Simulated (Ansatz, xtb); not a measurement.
## Relative energy of two structures of F2HOSi2

We compare I, `F[Si]O[SiH]F`, a doublet, with II, a doublet given by its coordinates. Both are isolated molecules in the gas phase, relaxed with PBE0-D3(BJ)/pcseg-1; the shapes shown needn't be the lowest conformers.

I (Å):

```csv
atom,x (Å),y (Å),z (Å)
F,-2.3869,-0.2260,-2.0351
F,0.2677,2.8809,0.8297
O,-1.4591,1.8330,-0.8756
Si,-2.4789,1.4172,-2.1190
Si,-0.3967,1.4716,0.3538
H,-1.1713,0.9351,1.5167
```

II (Å):

```xyz
6

F    -0.2423    1.9328   -0.1914
F     1.7569    0.4489    0.4978
O    -0.6236   -0.6551    0.1033
Si    0.1697    0.6460    0.6823
Si   -0.8324   -1.9628   -0.9407
H    -0.1362    0.8824    2.0977
```

Close contacts (Å): F1–Si4 1.61, F2–Si4 1.61, O3–Si4 1.63, O3–Si5 1.69, Si4–H6 1.47.

**Question.** Which of the two would you expect CCSD(T)/def2-SVP electronic energies to favour?

**Answer.** Structure II; the calculation gives E(II) − E(I) = −55.9 kJ/mol.

Level by level:

```tsv
level	geometry	E(II) − E(I) (kJ/mol)	departure from the last row (kJ/mol)	job, with rough time for the two
GFN2-xTB	GFN2-xTB	−66.0	−10.1	optimisation, 0.46 s
HF/STO-3G	GFN2-xTB	−0.5	+55.3	single point, 0.78 s
r2SCAN-D4/def2-SVP	GFN2-xTB	−46.5	+9.4	single point, 14 s
PBE0-D3(BJ)/pcseg-1	PBE0-D3(BJ)/pcseg-1	−40.1	+15.8	optimisation, 4.3 min
HF/def2-SVP	PBE0-D3(BJ)/pcseg-1	−67.4	−11.6	part of the CCSD(T) run
MP2/def2-SVP	PBE0-D3(BJ)/pcseg-1	−54.4	+1.5	part of the CCSD(T) run
CCSD(T)/def2-SVP	PBE0-D3(BJ)/pcseg-1	−55.9		single point, 33 s
```

HF/STO-3G finds them nearly level. The largest departure from CCSD(T)/def2-SVP is that of HF/STO-3G, 55.3 kJ/mol.

With harmonic frequencies from PBE0-D3(BJ)/pcseg-1 (ideal gas, rigid rotor, one conformer each, 298.15 K, 1 atm): on the last row, ΔE + ΔZPE = −51.1 kJ/mol. A mode under 50 cm⁻¹ makes harmonic enthalpies and free energies unreliable, so none is given.

Open shells are spin-unrestricted. The correlated steps freeze 13 core orbitals. Run with Ansatz 0.2.0, xtb 6.7.1; the last row on 1 thread of Intel(R) Xeon(R) 6975P-C (Granite Rapids) on a shared host.
